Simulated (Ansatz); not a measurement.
A search over several starts for the lowest SCF solution of ZrO3H2⁻ at the given spin, in a small basis.

```yaml
crystal:
  periodic: [false, false, false]
  atoms:
    - {symbol: Zr, position_ang: [-0.326754, 0.432205, 0.373632]}
    - {symbol: O, position_ang: [-0.803173, 0.461483, -1.550105]}
    - {symbol: O, position_ang: [-1.222339, -0.822379, 1.241781]}
    - {symbol: O, position_ang: [1.618223, 0.314583, 0.736834]}
    - {symbol: H, position_ang: [-1.405134, -0.085430, -2.074909]}
    - {symbol: H, position_ang: [2.139176, -0.300452, 1.272757]}
basis:
  gaussian: {orbitals: def2-SVP}
total_charge: -1
magnetization: {spin_polarized: true, initial_magnetization: 1}
hamiltonian: {xc: pbe0, dispersion: d4}
output: {orbitals: {seedname: orbitals}}
```

```sh
$ ansatz run in.yaml --threads 4 --pin off --events-out ev --progress --plain --max-ram 3916MiB
```

Output, abridged:

```
Functional definition: PBE0
  name "PBE0"
  cite "Adamo & Barone, J. Chem. Phys. 110, 6158 (1999) doi:10.1063/1.478522"
  cite "Perdew, Burke & Ernzerhof, Phys. Rev. Lett. 77, 3865 (1996) doi:10.1103/PhysRevLett.77.3865"
  parent pbe
  parameter a = 0.25
  parameter kappa = 0.804
  parameter beta = 0.06672455060314922
  exchange = (1 - a)*pbe_x(kappa = kappa, mu = beta*pi^2/3) + a*exact_x
  correlation = pbe_c(beta = beta)
818 factors; integrals over basis functions are off by at most 6.9e-4 eV
mean field evaluation 1: about -7441.3139 eV, gradient 3.9e1 eV
mean field evaluation 2: about -7389.3938 eV, gradient 1.2e2 eV
mean field evaluation 4: about -7446.8564 eV, gradient 8.7e0 eV
mean field evaluation 8: about -7447.3003 eV, gradient 6.9e-1 eV
mean field evaluation 16: about -7447.3038 eV, gradient 1.1e-3 eV
mean field -7447.30381979 eV, -273.6833674134 hartree, gradient 6.1e-5 eV, S^2 0.752092; 0 other end points of the search recorded, 0 dependent functions left out
reference -7447.30386278 eV, -273.6833689933 hartree; 20, 19 occupied and 63, 64 virtual orbitals, 818 factors
Total energy: -7447.41555110 eV, -273.6874734635 hartree
```

Run time 2.3 s (4 threads of Arm Neoverse V1 on a shared host).

In the def2 sets Zr takes a core potential; there is no spin–orbit coupling. The highest occupied level of the charge -1 doublet lies above zero (up to 0.82 eV). By energy differences its removal costs 1.09 eV (vertical, to the charge 0 singlet, at PBE0-D4/def2-TZVPD). The structure comes from a short search, and lower isomers may exist.
